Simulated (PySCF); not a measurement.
# Nitrogen: a sound run and one with changed settings

Sound run: N²⁺ [He] 2s2 2p1, N³⁺ [He] 2s2. All numbers are calculated (PySCF 2.14, the spin-free X2C one-electron Hamiltonian (Gaussian nucleus), in cc-pVDZ-DK). In the sound run the correlated levels freeze 1s2. The sound run starts from symmetry-adapted Hartree-Fock orbitals and uses a fine grid where one is needed.

Changed run: basis STO-3G, all-electron and non-relativistic. This setting is unsound on purpose.

```tsv
species	method	sound run (hartree)	changed run (hartree)	converged
N²⁺	UHF	-52.83536	-52.12682	yes
N²⁺	LDA	-52.49090	-51.77311	yes
N²⁺	M06-2X	-52.97840	-52.26729	yes
N²⁺	MP2	-52.88112	-52.14900	yes
N²⁺	CCSD(T)	-52.91016	-52.16878	yes
N³⁺	UHF	-51.09721	-50.37155	yes
N³⁺	LDA	-50.73224	-49.99925	yes
N³⁺	M06-2X	-51.22734	-50.49308	yes
N³⁺	MP2	-51.14338	-50.40619	yes
N³⁺	CCSD(T)	-51.18190	-50.43540	yes
```

Ionisation energy of N²⁺:

```tsv
method	sound run (eV)	changed run (eV)
UHF	47.297	47.763
LDA	47.856	48.269
M06-2X	47.649	48.279
MP2	47.286	47.424
SCS-MP2	47.229	47.357
CCSD	47.014	47.168
CCSD(T)	47.028	47.168
```

A minimal basis cannot let orbitals breathe on ionisation and holds almost no correlation. The Hamiltonian changed with the basis, so the totals do not compare.

For comparison, NIST gives 47.445 eV between the lowest levels.
